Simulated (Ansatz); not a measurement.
`O[SiH](O)O[SiH](F)F` + `CBC(C)F` → `O[SiH](O)O[Si](F)(F)F` + `CBCC`  (redistribution)

Program: Ansatz. Geometries: PBE0-D4/def2-TZVP. ΔE: electronic, gas phase. CCSD(T)/CBS is the MP2 limit (def2-TZVPP, def2-QZVPP) plus CCSD(T) − MP2 in def2-TZVPP, frozen cores. This one scheme is used for every species. Functionals use def2-TZVPP. B3LYP here is the variant with VWN-RPA as its local correlation; programs differ in this. One conformer a species, not always the lowest.

| level | ΔE (kJ/mol) | difference from CCSD(T)/CBS |
| --- | --- | --- |
| r2SCAN-D4 | -223.7 | 5.9 |
| B2PLYP | -223.1 | 6.5 |
| r2SCAN | -223.4 | 6.2 |
| PBE0 | -217.6 | 12.0 |
| B3LYP | -215.1 | 14.5 |
| SCS-MP2/def2-TZVPP | -230.4 | -0.8 |
| CCSD(T)/def2-TZVPP | -227.8 | 1.8 |
| HF/def2-QZVPP | -232.4 | -2.8 |
| MP2/def2-QZVPP | -238.7 | -9.1 |
| SCS-MP2/def2-QZVPP | -232.8 | -3.2 |
| CCSD(T)/CBS | -229.6 | 0 |

Largest T1 diagnostic among the species: 0.012.

From PBE to PBE0 (25 % exact exchange), in def2-TZVPP and without D4, ΔE moves by −10.7 kJ/mol.
